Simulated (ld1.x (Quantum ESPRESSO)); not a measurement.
**PBE RRKJ dataset for tin (Sn), scalar-relativistic all-electron reference.**

```json
{
  "Element": "Sn",
  "Generator": "ld1.x (Quantum ESPRESSO) 7.5",
  "Type": "norm-conserving RRKJ (Kleinman–Bylander form)",
  "Functional": "PBE",
  "Relativity": "scalar-relativistic",
  "Frozen core": "[Kr]",
  "Valence charge": "14",
  "Reference configuration": "4d10 5s1.5 5p2.5",
  "Partial waves": "5s (bound): rc 2.05 bohr; 4d (bound): rc 1.60 bohr; 4f channel at 0.2 Ry: rc 2.15 bohr; 5p (bound): rc 2.15 bohr",
  "Local potential": "the p channel",
  "Core correction": "a·sin(br)/r model core, default radius (core density twice the valence density)",
  "rho0": "0.01"
}
```

All-electron outer shells of the reference configuration (PBE, scalar-relativistic, ld1.x):

| shell | level (eV) | outermost node (bohr) | outermost maximum (bohr) |
| --- | --- | --- | --- |
| 4s | -134.72 | 0.40 | 0.74 |
| 4p | -90.48 | 0.41 | 0.79 |
| 4d | -26.59 | 0.39 | 0.88 |
| 5s | -10.99 | 0.98 | 2.01 |
| 5p | -4.01 | 1.09 | 2.52 |

(1) Estimate the cutoffs (Ry, on a coarse ladder) from which the occupation-weighted sum of valence levels, in a spherical-Bessel basis at the reference potential, stays within 10 and 1 mRy of its value at 400 Ry.

(2) Does the potential have ghost states?

(3) Which valence shell sets the plane-wave cutoff?

(4) Tests: 4d10 5s2 5p2; 4d10 5s2 5p1; 4d10 5s2 5p0; 4d10 5s0 5p4; 4d10 5s0 5p0; 4d9 5s2 5p3; 4d10 5s2 5p1.5. Which has the largest error in its energy relative to the reference configuration, and how large is it?

Results:

(1) 70 Ry and 90 Ry.

(2) No extra level below or beside the all-electron valence levels (s, d, f, p tested).

(3) 4d: its level needs 70 Ry to come within 1 mRy, against 40 Ry for 5s.

(4) 4d9 5s2 5p3, with -317 meV (all-electron minus pseudo) on +21.01 eV.
